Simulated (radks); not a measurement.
Results of a calculation; reference values are marked as such.
Initial-state core-level shifts of neutral caesium when its valence configuration changes from [Xe] 6s1. Code: a radial shooting solver on a logarithmic mesh with Libxc functionals. Model: scalar-relativistic Kohn-Sham, PBEsol, spin-polarised, spherical densities, point nucleus; open shells are filled with parallel spins first (spin-orbit coupling, left out, can overturn this in heavy ions). Shifts are changes of the shell-averaged eigenvalues in eV (positive: less bound).

| valence | 2p | 3s | 3p | 4d |
|---|---|---|---|---|
| 5d1 | -0.149 | -0.148 | -0.148 | -0.135 |
| 6p1 | -1.293 | -1.296 | -1.296 | -1.292 |
| 4f0.5 6s0.5 | -1.932 | -1.932 | -1.932 | -1.927 |
| 4f1 | -3.541 | -3.541 | -3.541 | -3.530 |
